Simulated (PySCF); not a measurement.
## Eu2OCl2 at several levels of theory

Computed with PySCF 2.14.0 (density fitting, no spin-orbit coupling) at the geometry relaxed with r2SCAN:

```xyz
5
Eu2OCl2 (singlet in the valence; each metal's 4f electrons, 7 of them, lie in its core potential, out of spins and levels)
Eu    0.0000    0.0000    2.1916
Eu    0.0000    0.0000   -2.1916
O     0.0000    0.0000    0.0000
Cl    0.0000    0.0000    4.9193
Cl    0.0000    0.0000   -4.9193
```

```json
{"level": "r2SCAN", "basis": "Eu lcecp-0-SVP with ECP53, O def2-SVP, Cl def2-SVP", "state": "singlet", "HOMO (eV)": "–", "gap (eV)": "–", "charge on Eu1 (e)": "0.83", "population of f-type functions on Eu1 (polarisation alone where 4f lies in the core)": "0.03", "dipole about the centre of mass (D)": "0.00", "largest force component (eV/Å)": "0.02"}
{"level": "TPSSh", "basis": "the same", "state": "singlet", "HOMO (eV)": "–", "gap (eV)": "–", "charge on Eu1 (e)": "0.82", "population of f-type functions on Eu1 (polarisation alone where 4f lies in the core)": "0.03", "dipole about the centre of mass (D)": "0.00", "largest force component (eV/Å)": "0.01"}
{"level": "PBE", "basis": "the same", "state": "singlet", "HOMO (eV)": "–", "gap (eV)": "–", "charge on Eu1 (e)": "0.71", "population of f-type functions on Eu1 (polarisation alone where 4f lies in the core)": "0.03", "dipole about the centre of mass (D)": "0.00", "largest force component (eV/Å)": "0.09"}
{"level": "BLYP", "basis": "the same", "state": "singlet", "HOMO (eV)": "–", "gap (eV)": "–", "charge on Eu1 (e)": "0.68", "population of f-type functions on Eu1 (polarisation alone where 4f lies in the core)": "0.03", "dipole about the centre of mass (D)": "0.00", "largest force component (eV/Å)": "0.17"}
{"level": "r2SCAN", "basis": "Eu lcecp-0-TZVP with ECP53, O def2-TZVP, Cl def2-TZVP", "state": "singlet", "HOMO (eV)": "–", "gap (eV)": "–", "charge on Eu1 (e)": "1.17", "population of f-type functions on Eu1 (polarisation alone where 4f lies in the core)": "0.04", "dipole about the centre of mass (D)": "0.00", "largest force component (eV/Å)": "0.11"}
```

In the lcecp rows the 4f levels are missing from HOMO and gap, and the state counts the valence alone.

Charges are Mulliken's, which hang on the basis. The relaxation used the grid (50, 194), these runs (75, 302) or, all-electron (x2c bases, spin-free X2C Hamiltonian), (99, 590).

(1) What does TPSS with Eu lcecp-0-SVP with ECP53, O def2-SVP, Cl def2-SVP give here?

No frequency check is given that shows the relaxed geometry to be a minimum. An lcecp potential fixes the number of 4f electrons, so in runs with it no electron can move into or out of that shell.

Results:

(1) state singlet, charge on Eu1 (e) 0.78, population of f-type functions on Eu1 (polarisation alone where 4f lies in the core) 0.03, dipole about the centre of mass (D) 0.00, largest force component (eV/Å) 0.07. Time: 10 s on 2 threads of Arm Neoverse V1, with other jobs on the host, from an already converged density.
